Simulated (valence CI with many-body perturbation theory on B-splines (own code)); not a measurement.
Values are calculated unless marked as measured or tabulated.
## Ce⁹⁺: input, log and results

Level of theory: valence CI with perturbative core correlation (CI+MBPT): three valence electrons over a frozen Dirac-Fock core [Kr] 4d10, a basis of 4 s, 4 p, 4 d, 4 f functions for each j, with the one-electron correlation potential Σ1 (screened to all orders), the two-electron term Σ2, the three-electron term Σ3, Breit, model QED; selected single and double excitations, second order for the rest, scaled by the run's own slope (own B-spline code, finite nucleus).

Command, and the settings that its task file holds:

```sh
python run_cv.py task.json out
```

```
atom Ce  Z=58  mass_number=140  rms_radius_fm=4.8771
core [Kr] 4d10
valence 5s2 5p1
avg = 1
basis = S
breit = 1
cap = 20000
capref = 1200
cscale = 1
de = 0.0
dress = 0
eps = 2e-08
extrap = 1
h = 0.27
hh = 1
l2 = 3
lcore = 6
maxit = 60
n2 = 5
natural = 1
nlev = 30
nno = [1, 1, 2, 2, 0]
nroot = 26
nsp = [3, 3, 2, 2, 0]
pt2 = 1
qed = 1
rpa = 1
s1 = 1
s2 = 1
s3 = 1
screen = 1
tol = 2e-05
whole = 1
```

It took 58 s on 1 thread of Arm Neoverse V1 (shared host).

Log. The first blocks belong to the next ion, which gives the ionisation energy. Fields: 2J, parity (1 odd), roots, reference size, generating configurations, candidates as configurations/state functions, variational space P, stored matrix elements, Davidson steps; e2 is the range of second-order energies in hartree. The first line gives the box (bohr), its intervals, the orbitals and the steps of their self-consistent field. Window is the range of levels sought, series limit the energy at which the first omitted orbital would enter, core excitation an estimate of the first excitation out of the core, left out the lowest levels not solved, and shifts from estimates the range by which levels moved from their first estimate, all in cm⁻¹.

```
rmax 12.5 intervals 62 orbitals 28 references ['5s2 5p', '4f 5s2', '5s 5p2', '4f 5s 5p', '5s2 5d'] scf 6 t 2.0
2J=0 par=0 roots 2 ref 17 generators 7 cand 53/53 P 70/70 nnz 0 it 0
   second order: generators 18 cand 0/0 e2 -0.00000 -0.00000
reference levels 557, estimated 65, window 251561 1/cm; series limit 756178, core excitation 885462
2J=1 par=1 roots 1 ref 25 generators 5 cand 472/718 P 311/448 nnz 0 it 0
2J=1 par=1 roots 1 ref 25 generators 12 cand 764/1142 P 481/718 nnz 0 it 0
   second order: generators 24 cand 1053/1560 e2 -0.00001 -0.00001
2J=3 par=1 roots 2 ref 45 generators 13 cand 695/1672 P 560/1112 nnz 0 it 0
2J=3 par=1 roots 2 ref 45 generators 29 cand 967/2163 P 796/1681 nnz 0 it 5
   second order: generators 51 cand 1114/2460 e2 -0.00001 -0.00000
2J=5 par=1 roots 2 ref 49 generators 9 cand 640/1635 P 493/1132 nnz 0 it 0
2J=5 par=1 roots 2 ref 49 generators 21 cand 729/1997 P 718/1694 nnz 0 it 5
   second order: generators 33 cand 847/2253 e2 -0.00001 -0.00000
2J=7 par=1 roots 2 ref 44 generators 11 cand 670/1760 P 462/1106 nnz 0 it 0
2J=7 par=1 roots 2 ref 44 generators 19 cand 678/1822 P 641/1579 nnz 0 it 5
   second order: generators 33 cand 936/2394 e2 -0.00001 -0.00000
2J=1 par=0 roots 5 ref 38 generators 12 cand 299/474 P 708/1053 nnz 0 it 0
2J=1 par=0 roots 5 ref 38 generators 34 cand 728/1116 P 921/1371 nnz 0 it 5
   second order: generators 72 cand 691/1037 e2 -0.00000 -0.00000
2J=3 par=0 roots 8 ref 62 generators 16 cand 304/728 P 846/1855 nnz 0 it 4
2J=3 par=0 roots 8 ref 62 generators 38 cand 818/1853 P 1010/2225 nnz 0 it 5
   second order: generators 80 cand 852/1882 e2 -0.00001 -0.00000
2J=5 par=0 roots 10 ref 69 generators 16 cand 280/750 P 867/2170 nnz 0 it 5
2J=5 par=0 roots 10 ref 69 generators 41 cand 778/2022 P 975/2445 nnz 0 it 6
   second order: generators 79 cand 908/2298 e2 -0.00000 -0.00000
2J=7 par=0 roots 9 ref 59 generators 11 cand 357/924 P 730/1857 nnz 0 it 4
2J=7 par=0 roots 9 ref 59 generators 26 cand 541/1459 P 814/2074 nnz 0 it 4
   second order: generators 57 cand 841/2146 e2 -0.00000 -0.00000
2J=9 par=0 roots 6 ref 46 generators 8 cand 334/758 P 586/1367 nnz 0 it 5
2J=9 par=0 roots 6 ref 46 generators 22 cand 653/1513 P 675/1569 nnz 0 it 5
   second order: generators 47 cand 762/1694 e2 -0.00000 -0.00000
2J=11 par=0 roots 3 ref 29 generators 3 cand 116/240 P 340/739 nnz 0 it 0
2J=11 par=0 roots 3 ref 29 generators 11 cand 298/518 P 440/939 nnz 0 it 0
   second order: generators 22 cand 447/870 e2 -0.00000 -0.00000
2J=13 par=0 roots 2 ref 16 generators 2 cand 67/133 P 205/371 nnz 0 it 0
2J=13 par=0 roots 2 ref 16 generators 10 cand 311/508 P 303/537 nnz 0 it 0
   second order: generators 24 cand 323/518 e2 -0.00000 -0.00000
left out: unestimated 361876, estimated 273005, shifts from estimates 0 to 4
operators 4.7
```

The Davidson iterations converged.

No measured levels were compared; by estimate levels hold to about 250 cm⁻¹ or 0.2 % of their energy and the worst to 1 %, as in measured heavy ions of charge 2 to 7; those with d or f electrons hold less well.

```yaml
Valence_energy: -18.68776 hartree
Ionisation_energy: "141.12 eV (NIST: 140 ± 2.2 eV (theoretical))"
Reference_configurations_for_the_orbitals: 5s2 5p, 4f 5s2, 5s 5p2, 4f 5s 5p, 5s2 5d
Radial_orbitals: 28
Box_radius: 12.46 bohr
Largest_variational_space: 2445
Lowest_levels: 5s2.5p 2P°_1/2 0.000, 5s2.5p 2P°_3/2 4.143, 4f.5s2 2F°_5/2 7.023, 4f.5s2 2F°_7/2 7.345, 5s.5p2 4P_1/2 17.219, 5s.5p2 4P_3/2 19.580, 5s.5p2 4P_5/2 20.967, 4f.5s.5p 4G_5/2 22.785, 4f.5s.5p 4F_7/2 [a] 23.184, 4f.5s.5p 4F_3/2 23.222, 4f.5s.5p 4F_5/2 23.742, 4f.5s.5p 2F_7/2 [a] 23.772, 4f.5s.5p 4F_9/2 23.952, 5s.5p2 2D_3/2 23.967 eV
```

Names give the largest LS component (configuration and term), which can be under half, so a name can repeat, a term be missing and a line seem to break the LS rules; names also repeat where a configuration has a term twice. Letters in brackets count levels of one name in rising energy.
